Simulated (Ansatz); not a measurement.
Calculation: B3LYP-D3(BJ)/def2-TZVP run with Ansatz (an electronic-structure program). No frequencies were computed at this level.

Ansatz 0.2 input:
```yaml
crystal:
  periodic: [false, false, false]
  atoms:
    - { symbol: C, position_ang: [1.831449, -0.173723, -0.091254] }
    - { symbol: C, position_ang: [0.582043, -0.584015, 0.00947] }
    - { symbol: C, position_ang: [-0.568281, 0.311306, 0.355645] }
    - { symbol: C, position_ang: [-1.611577, 0.282897, -0.727358] }
    - { symbol: O, position_ang: [-2.119558, 1.245953, -1.224432] }
    - { symbol: H, position_ang: [2.632059, -0.847661, -0.342343] }
    - { symbol: H, position_ang: [2.107131, 0.853444, 0.078934] }
    - { symbol: H, position_ang: [0.325058, -1.620282, -0.169098] }
    - { symbol: H, position_ang: [-0.237544, 1.336662, 0.524768] }
    - { symbol: H, position_ang: [-1.051082, -0.062481, 1.265483] }
    - { symbol: H, position_ang: [-1.889703, -0.742103, -1.045251] }
basis:
  gaussian: { orbitals: def2-tzvp }
hamiltonian:
  xc: b3lyp
  dispersion: d3bj
relax:
  max_steps: 150
```

Output:

```
Functional definition: B3LYP
1135 factors; their error is unknown
mean field evaluation 1: about -6284.5238 eV, gradient 6.8e1 eV
mean field evaluation 2: about -6277.3711 eV, gradient 9.0e1 eV
mean field evaluation 4: about -6294.4215 eV, gradient 6.0e0 eV
mean field evaluation 8: about -6294.4927 eV, gradient 1.5e-1 eV
mean field evaluation 16: about -6294.4741 eV, gradient 4.1e-4 eV
mean field -6294.47407765 eV, -231.3176558058 hartree, gradient 1.7e-5 eV, S^2 0.000000; 0 other end points of the search recorded, 0 dependent functions left out
reference -6294.47433880 eV, -231.3176654029 hartree; 19, 19 occupied and 172, 172 virtual orbitals, 1135 factors
relax step   1: F+E_penalty+E_count = -6294.82166808 eV  Δ(F+E_penalty+E_count) = +0.000e0 eV  max|allowed force component| = 3.137e-1 eV/Å  Δτ_max = 0.0000 Å  (30 SCF iters, accepted)
these checks for a lower state are left out or cut short: starts, cluster_reference, orbital_swaps, neighbouring_geometries, increment
1135 factors; their error is unknown
mean field -6294.48522643 eV, -231.3180655160 hartree, gradient 1.5e-5 eV, S^2 0.000000; 0 other end points of the search recorded, 0 dependent functions left out
reference -6294.48548842 eV, -231.3180751440 hartree; 19, 19 occupied and 172, 172 virtual orbitals, 1135 factors
relax step   2: F+E_penalty+E_count = -6294.83126208 eV  Δ(F+E_penalty+E_count) = -9.594e-3 eV  max|allowed force component| = 1.388e-1 eV/Å  Δτ_max = 0.0283 Å  (34 SCF iters, accepted)
these checks for a lower state are left out or cut short: starts, cluster_reference, orbital_swaps, neighbouring_geometries, increment
1135 factors; their error is unknown
mean field evaluation 32: about -6294.4863 eV, gradient 7.0e-3 eV
mean field -6294.48627753 eV, -231.3181041432 hartree, gradient 1.7e-5 eV, S^2 0.000000; 0 other end points of the search recorded, 0 dependent functions left out
reference -6294.48653974 eV, -231.3181137791 hartree; 19, 19 occupied and 172, 172 virtual orbitals, 1135 factors
relax step   3: F+E_penalty+E_count = -6294.83147254 eV  Δ(F+E_penalty+E_count) = -2.105e-4 eV  max|allowed force component| = 1.633e-1 eV/Å  Δτ_max = 0.0309 Å  (33 SCF iters, accepted)
these checks for a lower state are left out or cut short: starts, cluster_reference, orbital_swaps, neighbouring_geometries, increment
1135 factors; their error is unknown
mean field -6294.48753566 eV, -231.3181503785 hartree, gradient 2.0e-5 eV, S^2 0.000000; 0 other end points of the search recorded, 0 dependent functions left out
reference -6294.48779803 eV, -231.3181600204 hartree; 19, 19 occupied and 172, 172 virtual orbitals, 1135 factors
relax step   4: F+E_penalty+E_count = -6294.83275008 eV  Δ(F+E_penalty+E_count) = -1.278e-3 eV  max|allowed force component| = 9.306e-2 eV/Å  Δτ_max = 0.0176 Å  (33 SCF iters, accepted)
these checks for a lower state are left out or cut short: starts, cluster_reference, orbital_swaps, neighbouring_geometries, increment
1135 factors; their error is unknown
mean field -6294.48757763 eV, -231.3181519210 hartree, gradient 2.0e-5 eV, S^2 0.000000; 0 other end points of the search recorded, 0 dependent functions left out
reference -6294.48783989 eV, -231.3181615589 hartree; 19, 19 occupied and 172, 172 virtual orbitals, 1135 factors
relax step   5: F+E_penalty+E_count = -6294.83286250 eV  Δ(F+E_penalty+E_count) = -1.124e-4 eV  max|allowed force component| = 6.693e-2 eV/Å  Δτ_max = 0.0129 Å  (33 SCF iters, accepted)
these checks for a lower state are left out or cut short: starts, cluster_reference, orbital_swaps, neighbouring_geometries, increment
1135 factors; their error is unknown
mean field -6294.48766176 eV, -231.3181550126 hartree, gradient 2.0e-5 eV, S^2 0.000000; 0 other end points of the search recorded, 0 dependent functions left out
reference -6294.48792395 eV, -231.3181646478 hartree; 19, 19 occupied and 172, 172 virtual orbitals, 1135 factors
relax step   6: F+E_penalty+E_count = -6294.83317789 eV  Δ(F+E_penalty+E_count) = -3.154e-4 eV  max|allowed force component| = 1.294e-2 eV/Å  Δτ_max = 0.0064 Å  (34 SCF iters, accepted)
these checks for a lower state are left out or cut short: starts, cluster_reference, orbital_swaps, neighbouring_geometries, increment
1135 factors; their error is unknown
mean field -6294.48768700 eV, -231.3181559403 hartree, gradient 2.0e-5 eV, S^2 0.000000; 0 other end points of the search recorded, 0 dependent functions left out
reference -6294.48794918 eV, -231.3181655751 hartree; 19, 19 occupied and 172, 172 virtual orbitals, 1135 factors
relax step   7: F+E_penalty+E_count = -6294.83322429 eV  Δ(F+E_penalty+E_count) = -4.641e-5 eV  max|allowed force component| = 8.828e-3 eV/Å  Δτ_max = 0.0028 Å  (34 SCF iters, accepted)
1135 factors; their error is unknown
mean field evaluation 64: about -6294.5062 eV, gradient 3.3e-4 eV
mean field -6294.48768700 eV, -231.3181559403 hartree, gradient 2.0e-5 eV, S^2 0.000000; 1 other end points of the search recorded, 0 dependent functions left out
reference -6294.48794918 eV, -231.3181655751 hartree; 19, 19 occupied and 172, 172 virtual orbitals, 1135 factors
Total energy: -6294.83348647 eV, -231.3308638363 hartree
Atom 0 at     1.843179    -0.170904    -0.098253 Å, force    -0.008828     0.001022    -0.002760 eV/Å
Atom 1 at     0.591203    -0.589671     0.025372 Å, force     0.008658     0.000974     0.003527 eV/Å
Atom 2 at    -0.571465     0.299079     0.357870 Å, force     0.002531     0.002086    -0.007222 eV/Å
Atom 3 at    -1.619289     0.286496    -0.733448 Å, force    -0.002376     0.007799     0.004916 eV/Å
Atom 4 at    -2.104186     1.271025    -1.222669 Å, force     0.002775    -0.000388     0.001252 eV/Å
Atom 5 at     2.645407    -0.854652    -0.342621 Å, force     0.002618    -0.000962    -0.001411 eV/Å
Atom 6 at     2.110543     0.869469     0.045424 Å, force     0.001807     0.001295    -0.000472 eV/Å
Atom 7 at     0.363774    -1.640816    -0.128957 Å, force    -0.002266    -0.003029     0.002023 eV/Å
Atom 8 at    -0.260719     1.328361     0.536266 Å, force    -0.000166    -0.001936     0.003358 eV/Å
Atom 9 at    -1.065950    -0.073367     1.265898 Å, force    -0.005998     0.000081    -0.001221 eV/Å
Atom 10 at    -1.932502    -0.725023    -1.070317 Å, force     0.001244    -0.006942    -0.001989 eV/Å
Dipole moment:     0.269596    -0.399171     0.297909 e Å
```

Cost: very roughly 60 core-seconds.
